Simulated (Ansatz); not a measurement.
`C=NCS[SiH3]` + H₂ → `C=NC` + `[SiH3]S` at 600 K and 1 bar (hydrogenolysis of a C–S bond).

Program: Ansatz. Geometries: PBE0-D4/def2-TZVP. ΔE: electronic, gas phase. CCSD(T)/CBS adds triple-zeta CCSD(T) − MP2 to the extrapolated MP2 energy (def2 sets, frozen cores). This one scheme is used for every species. Each species was taken in one conformer, which may not be the lowest.

```tsv
species	CCSD(T)/CBS energy (Eh)	H − E (kJ/mol)	S (J/(mol·K))
`C=NCS[SiH3]`	-821.85226	291.7	453.1
H₂	-1.17544	43.9	150.8
`C=NC`	-133.77870	215.0	312.3
`[SiH3]S`	-689.27336	126.3	326.2
```

H − E and S are ideal-gas, rigid-rotor, harmonic terms from PBE0-D4/def2-TZVP, for one conformer and one mirror image of each species. The MP2-based limit puts H₂ 0.8 mEh under its directly extrapolated value; such offsets cancel only in part. 1 Eh = 2625.50 kJ/mol, R = 8.31446 J/(mol·K).

Question: By hand: ΔE, ΔH, ΔS and ΔG.

Answer: ΔE = (-133.77870) + (-689.27336) − (-821.85226) − (-1.17544) = -0.02436 Eh = -64.0 kJ/mol. Δ(H − E) = 215.0 + 126.3 − 291.7 − 43.9 = 5.7, so ΔH = -58.3 kJ/mol. ΔS = 312.3 + 326.2 − 453.1 − 150.8 = 34.6 J/(mol·K). ΔG = -58.3 − 600 × (34.6)/1000 = -79.1 kJ/mol.

Question: By hand: the equilibrium constant, and the temperature at which ΔG would vanish if ΔH and ΔS stayed fixed.

Answer: log₁₀ K = −ΔG/(RT ln 10) = 6.9. ΔH and −TΔS have one sign here, so there is no such temperature.

TΔS isn't small against ΔH here. A doubt of 5 kJ/mol in ΔE shifts log₁₀ K by 0.4 here. Other conformers and mirror images would add mixing entropy, several J/(mol·K) or more a flexible species. Modes under 60 cm⁻¹, often nearly free rotors, make the harmonic entropy too high. These are equilibria of isolated gas molecules and say nothing of rates. Largest T1 diagnostic: 0.012 (customary marks: 0.02 for closed shells, 0.045 for open ones).
